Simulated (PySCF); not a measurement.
Zn(SH)(SiH3) (H4SSiZn), SMILES [Zn]([SiH3])[SH].

Geometry: PBE0-D3(BJ)/def2-SVP. Other conformers were not sampled.

Level of theory: TDDFT-PBE0/def2-SVPD (PySCF 2.14.0).

Vertical excitations. The molecule is in vacuum.

```tsv
state	energy (eV)	λ (nm)	f	main pairs
S1	4.83	257	0.000	HOMO→LUMO 99 %
S2	5.31	233	0.012	HOMO−1→LUMO 69 %, HOMO→LUMO+1 29 %
S3	5.37	231	0.030	HOMO→LUMO+2 94 %
S4	5.42	229	0.021	HOMO→LUMO+1 62 %, HOMO−1→LUMO 29 %
S5	5.64	220	0.031	HOMO−1→LUMO+1 94 %
S6	6.38	194	0.750	HOMO−1→LUMO+2 85 %
S7	6.42	193	0.012	HOMO→LUMO+3 79 %, HOMO→LUMO+4 15 %
S8	7.26	171	0.073	HOMO−2→LUMO 87 %
S9	7.27	171	0.067	HOMO−1→LUMO+3 79 %
S10	7.31	170	0.001	HOMO→LUMO+4 72 %, HOMO→LUMO+3 17 %
T1	4.68	265	0	HOMO−1→LUMO 95 %
T2	4.73	262	0	HOMO→LUMO 97 %
T3	4.86	255	0	HOMO→LUMO+1 97 %
T4	4.93	252	0	HOMO−1→LUMO+1 91 %
```
Triplets are in the Tamm–Dancoff approximation, which puts them higher than full response would, so one can lie above its singlet here.
